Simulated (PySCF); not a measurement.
H₃MoNO₃, SMILES [NH2][Mo](=[O])(=[O])[OH], multiplicity 1.

The structure is a stationary point at B3LYP-D3(BJ)/def2-SVP. The geometry has at least one imaginary mode, so it is a saddle point at that level. The multiplicity is an assumed one; other spin states were not compared. The def2 effective core potentials stand for the cores of Mo; spin–orbit coupling is left out. Other conformers were not sampled.

Two levels are set side by side: TDDFT-PBE/def2-SVPD (PySCF) and TDDFT-CAM-B3LYP/def2-SVPD (PySCF). Vertical, same geometry. The lowest singlet is HOMO→LUMO 97 % with PBE and HOMO−1→LUMO+1 95 % with the other functional; states are paired by order. Differences are taken from unrounded values.

| quantity | TDDFT-CAM-B3LYP |
|---|---|
| lowest singlet excitation (eV) | 4.75 |
| lowest triplet excitation (TDA) (eV) | 4.17 |
| first bright state (f over 0.05) (eV) | 5.31 |
| its oscillator strength | 0.07 |

Q: What does TDDFT-PBE give, and how far is it from TDDFT-CAM-B3LYP? (An estimate is asked for; the answer gives what the named calculation found.)

A: 
```tsv
quantity	TDDFT-PBE	TDDFT-PBE minus TDDFT-CAM-B3LYP
lowest singlet excitation (eV)	4.29	-0.46
lowest triplet excitation (TDA) (eV)	3.90	-0.27
first bright state (f over 0.05) (eV)	4.93	-0.38
its oscillator strength	0.06	-0.01
```

Functionals without exact exchange tend to place singlet excitations lower, as here. Differences between two approximate levels are no errors against the true value.

Rough cost on one machine, each run with all the roots and properties that it gave: TDDFT-CAM-B3LYP against TDDFT-PBE about 8 times.
